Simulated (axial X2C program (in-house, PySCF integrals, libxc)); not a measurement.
**Outer orbitals of AsO⁻ at 1.682 Å, HF**

Computed with an axial X2C code built on PySCF integrals. Spin-free means the one-electron spin-free X2C Hamiltonian; two-component (2c) means X2C with spin–orbit coupling and atomic mean-field two-electron Coulomb and Gaunt terms, so the difference of the two also holds small scalar two-electron terms. Basis: As dyall-acv3z [10s10p7d5f1g], O dyall-av3z [7s6p3d2f] (cores contracted in-house); Gaussian nuclei, density fitting, unrestricted open shells. Masses: As 74.922 u, O 15.995 u.

The distance is close to the 2c PBE0 minimum; the highest filled and lowest empty levels are listed.

Spin-free orbitals, state M_S = 1, Λ = 0 (beyond evenly filled blocks: π+α, π-α) (Löwdin shares):

| symmetry | occupied | ε (eV) | atomic character |
| --- | --- | --- | --- |
| σα | yes | -28.49 | 71% O s, 9% As p, 8% As s |
| σβ | yes | -26.36 | 69% O s, 10% As p, 8% As s |
| σα | yes | -14.53 | 54% As s, 29% O p, 7% O s |
| σβ | yes | -11.56 | 44% As s, 40% O p, 8% O s |
| π+α | yes | -8.19 | 79% O p, 15% As p, 3% As f |
| π-α | yes | -8.19 | 79% O p, 15% As p, 3% As f |
| σα | yes | -7.07 | 56% O p, 26% As p, 12% As s |
| σβ | yes | -5.65 | 41% O p, 32% As p, 20% As s |
| π+β | yes | -4.80 | 73% O p, 17% As p, 5% As d |
| π-β | yes | -4.80 | 73% O p, 17% As p, 5% As d |
| π+α | yes | -2.22 | 69% As p, 13% O p, 10% As d |
| π-α | yes | -2.22 | 69% As p, 13% O p, 10% As d |
| σα | no | 4.44 | 74% As p, 24% As s |
| σβ | no | 4.53 | 82% As p, 16% As s |
| π+β | no | 4.55 | 96% As p |
| π-β | no | 4.55 | 96% As p |

Spinors with spin–orbit coupling (state Ω = 1):

```json
{"ω": "1/2", "occupied": "yes", "ε (eV)": "-28.49", "atomic character": "71% O s, 9% As p, 8% As s", "λ mixture": "100% σ"}
{"ω": "-1/2", "occupied": "yes", "ε (eV)": "-26.36", "atomic character": "69% O s, 10% As p, 8% As s", "λ mixture": "100% σ"}
{"ω": "1/2", "occupied": "yes", "ε (eV)": "-14.53", "atomic character": "54% As s, 29% O p, 7% O s", "λ mixture": "100% σ"}
{"ω": "-1/2", "occupied": "yes", "ε (eV)": "-11.56", "atomic character": "44% As s, 40% O p, 8% O s", "λ mixture": "100% σ"}
{"ω": "-1/2", "occupied": "yes", "ε (eV)": "-8.22", "atomic character": "79% O p, 15% As p, 3% As f", "λ mixture": "100% π"}
{"ω": "3/2", "occupied": "yes", "ε (eV)": "-8.16", "atomic character": "80% O p, 14% As p, 3% As d", "λ mixture": "100% π"}
{"ω": "1/2", "occupied": "yes", "ε (eV)": "-7.08", "atomic character": "56% O p, 26% As p, 12% As s", "λ mixture": "100% σ"}
{"ω": "-1/2", "occupied": "yes", "ε (eV)": "-5.66", "atomic character": "41% O p, 32% As p, 20% As s", "λ mixture": "100% σ"}
{"ω": "-3/2", "occupied": "yes", "ε (eV)": "-4.84", "atomic character": "74% O p, 17% As p, 5% As d", "λ mixture": "100% π"}
{"ω": "1/2", "occupied": "yes", "ε (eV)": "-4.77", "atomic character": "73% O p, 18% As p, 5% As d", "λ mixture": "100% π"}
{"ω": "-1/2", "occupied": "yes", "ε (eV)": "-2.30", "atomic character": "69% As p, 14% O p, 10% As d", "λ mixture": "100% π"}
{"ω": "3/2", "occupied": "yes", "ε (eV)": "-2.12", "atomic character": "70% As p, 13% O p, 10% As d", "λ mixture": "100% π"}
{"ω": "1/2", "occupied": "no", "ε (eV)": "4.45", "atomic character": "79% As p, 20% As s", "λ mixture": "100% σ"}
{"ω": "-1/2", "occupied": "no", "ε (eV)": "4.54", "atomic character": "86% As p, 13% As s", "λ mixture": "100% σ"}
{"ω": "-3/2", "occupied": "no", "ε (eV)": "4.55", "atomic character": "96% As p", "λ mixture": "100% π"}
{"ω": "1/2", "occupied": "no", "ε (eV)": "4.55", "atomic character": "96% As p", "λ mixture": "100% π"}
```

**Question.** How does the gap between the highest filled and lowest empty level change from the spin-free to the 2c table?

**Answer.** From 6.66 to 6.57 eV at HF, a change of -0.09 eV.

Mulliken charges and populations of the two-component result (they depend on the basis, above all on diffuse functions):

As 0.07 e (s 7.78 p 14.96 d 10.16 f 0.03), O -1.07 e (s 4.02 p 5.01 d 0.04). ⟨Lz⟩ = 0.00 ħ and ⟨Sz⟩ = 1.00 ħ (0.84 and 0.16 on the two atoms), which add up to Ω.

One determinant describes the state; a PBE0 search over occupations chose it and may have missed a lower one. PBE0 can misorder states that lie within some tenths of an eV, so this need not be the ground state of the molecule. The nearest other spin-free determinant of the search, M_S = 0, Λ = 2, lies 0.68 eV up at the distance of the search. With several unpaired electrons one determinant need not be a pure state. Open-shell Ω = 0 determinants with evenly filled partner blocks cannot be reached by this program, so the Ω shown need not be the lowest component. This is the Ω = 1 component of a π² triplet; the 0⁺ component is not one determinant and can lie lowest. The stretched end of a curve changes character and is left out.
